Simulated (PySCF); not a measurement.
**Bonding in `CC[C@@]12CO[C@@H](C1)[C@@H]2F`**

Species: C7H11FO.
SMILES with atom numbers: `[CH3:1][CH2:2][C@@:3]12[CH2:4][O:5][C@@H:6]([CH2:7]1)[C@@H:8]2[F:9]` (hydrogens: H10, H11, H12 on C1; H13, H14 on C2; H15, H16 on C4; H17 on C6; H18, H19 on C7; H20 on C8)

Geometry (GFN2-xTB, Å), atoms numbered from 1 in this order:
```xyz
20
C7H11FO angstrom
C      2.154   -0.481   -0.858
C      1.395    0.592   -0.084
C     -0.040    0.202    0.180
C     -0.354   -1.023    1.053
O     -1.785   -0.995    1.053
C     -2.057    0.120    0.229
C     -1.083    1.193    0.753
C     -1.072   -0.035   -0.944
F     -1.046   -1.232   -1.605
H      3.165   -0.143   -1.074
H      1.652   -0.698   -1.797
H      2.215   -1.400   -0.281
H      1.888    0.782    0.873
H      1.400    1.525   -0.654
H     -0.007   -1.962    0.615
H      0.023   -0.928    2.075
H     -3.125    0.262    0.109
H     -1.128    2.138    0.223
H     -1.079    1.343    1.829
H     -1.122    0.752   -1.696
```

Bond orders from the PBE0/pcSseg-1 density (PySCF). Isolated species at its GFN2-xTB geometry (one conformer only).

Q: Where do the orders between heavy atoms depart from those drawn in the SMILES?

A: The largest departure is 0.122, at C8–C3 (drawn single, 0.878). Drawn single, order below 0.88: C8–C3 (0.878).

Q: Give the Mayer order of every bond, beside its length.

A: 
| bond | drawn as | length (Å) | Mayer order |
| --- | --- | --- | --- |
| C1–C2 | single | 1.525 | 1.060 |
| C2–C3 | single | 1.510 | 1.044 |
| C3–C4 | single | 1.536 | 0.969 |
| C4–O5 | single | 1.432 | 0.892 |
| O5–C6 | single | 1.413 | 0.924 |
| C6–C7 | single | 1.540 | 0.942 |
| C6–C8 | single | 1.539 | 0.918 |
| C8–F9 | single | 1.368 | 0.902 |
| C7–C3 | single | 1.548 | 0.918 |
| C8–C3 | single | 1.544 | 0.878 |
| C1–H10 | single | 1.087 | 0.967 |
| C1–H11 | single | 1.087 | 0.962 |
| C1–H12 | single | 1.087 | 0.964 |
| C2–H13 | single | 1.093 | 0.940 |
| C2–H14 | single | 1.093 | 0.941 |
| C4–H15 | single | 1.093 | 0.942 |
| C4–H16 | single | 1.094 | 0.949 |
| C6–H17 | single | 1.084 | 0.980 |
| C7–H18 | single | 1.085 | 0.948 |
| C7–H19 | single | 1.086 | 0.947 |
| C8–H20 | single | 1.090 | 0.964 |

By pair of heavy elements: C–C: lowest C8–C3 (0.878, 1.544 Å), highest C1–C2 (1.060, 1.525 Å); in 1 of the 21 pairs the longer bond (by over 0.003 Å) has the higher order (by 0.02 or more). C–O: lowest C4–O5 (0.892, 1.432 Å), highest O5–C6 (0.924, 1.413 Å).

Q: Sum the orders of all bonds at each heavy atom with more than one neighbour and set the sums beside the valence in the SMILES.

A: C1 3.953 (drawn 4), C2 3.985 (drawn 4), C3 3.809 (drawn 4), C4 3.752 (drawn 4), O5 1.816 (drawn 2), C6 3.764 (drawn 4), C7 3.755 (drawn 4), C8 3.662 (drawn 4). Orders between atoms that aren't bonded are not in these sums.

Mayer orders depend on the basis set.
